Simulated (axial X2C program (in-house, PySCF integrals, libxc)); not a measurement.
**Worked dissociation energy of IBr: MP2, scalar-relativistic**

All values were computed with an in-house relativistic program for diatomic molecules. Spin-free means the one-electron spin-free X2C Hamiltonian. Basis: I dyall-cv3z [11s12p8d4f1g], Br dyall-cv3z [8s9p6d4f1g] (cores contracted in-house); Gaussian nuclei, density fitting, unrestricted open shells. Masses: I 126.904 u, Br 78.918 u.

Molecular state: M_S = 0, Λ = 0 (closed shell).

Correlated methods: 14 electrons correlated (number of frozen shells: I 4 s, 3 p, 2 d; Br 3 s, 2 p, 1 d), 260 virtual spin orbitals or spinors in MP2.

* E(I) (2M_S = 1, M_L = 0): -7112.875382 hartree
* E(Br) (2M_S = 1, M_L = 0): -2604.640779 hartree
* E(IBr) at Re: -9717.592668 hartree
* ωe: 283.1 cm⁻¹
* ωexe: 0.647 cm⁻¹

Problem. Work out De and D0.

Solution. De = -7112.875382 + (-2604.640779) − (-9717.592668) = 0.07651 hartree = 2.082 eV. The zero-point energy is ωe/2 − ωexe/4 = 141 cm⁻¹ = 0.018 eV, so D0 = 2.064 eV.

Occupations by symmetry block were frozen at the best pattern of an incomplete PBE0 search. Closed shells are restricted here (equal orbitals for both partners); the stretched side of such a curve lies too high. De is counted from the lowest determinant-based energies of the atoms at the same level, without counterpoise correction. Spin–orbit coupling changes these values markedly for this molecule (Re by over 0.02 Å or De by over 0.25 eV), so the spin-free numbers are a model. Spin-free De lacks the spin–orbit lowering of the heavy p-block atom, a tenth of an eV or more for 4p and 5p, up to an eV for 6p and one to two eV for 7p atoms, less what an open-shell molecule gains itself.

Each atomic determinant is the lowest at this level and need not be a pure term. Totals compare only within one Hamiltonian and basis.
